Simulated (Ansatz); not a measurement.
System: HgBr, net charge 1, singlet state. SMILES: [Br][Hg+]
Structure (B3LYP-D3(BJ)/def2-TZVP (Ansatz, a first-principles code) minimum search):
```xyz
2

Hg     0.0000     0.0000    -0.7335
Br     0.0000     0.0000     1.6766
```
Charge +1, spin multiplicity 1.

Property: vertical ionisation energy (to the doublet state of charge +2; each state is the SCF solution reached for its spin; for the singlet T1 is 0.026), in eV. Valence correlation only, unless marked. UHF or UKS for open shells. No spin-orbit coupling. The frozen core is the preceding noble-gas configuration, with the filled d and f shells of earlier blocks. In def2 rows, elements after Kr have scalar-relativistic effective core potentials. CBS marks a two-point X^-3 extrapolation of the correlation energy; Hartree-Fock from the larger set.

```json
[
 {"level": "SVWN5/def2-TZVPD", "program": "Ansatz", "vertical ionisation energy (eV)": "17.21"},
 {"level": "PBE0/def2-TZVPD", "program": "Ansatz", "vertical ionisation energy (eV)": "16.67"},
 {"level": "CAM-B3LYP/def2-TZVPD", "program": "Ansatz", "vertical ionisation energy (eV)": "…"},
 {"level": "CCSD/def2-SVPD", "program": "Ansatz", "vertical ionisation energy (eV)": "16.37"},
 {"level": "CCSD(T)/CBS(def2-TZVPPD,def2-QZVPPD)", "program": "Ansatz", "vertical ionisation energy (eV)": "…"}
]
```

Q: Complete the blanks.

A: 
- CAM-B3LYP/def2-TZVPD, vertical ionisation energy (eV): 16.70
- CCSD(T)/CBS(def2-TZVPPD,def2-QZVPPD), vertical ionisation energy (eV): 16.75
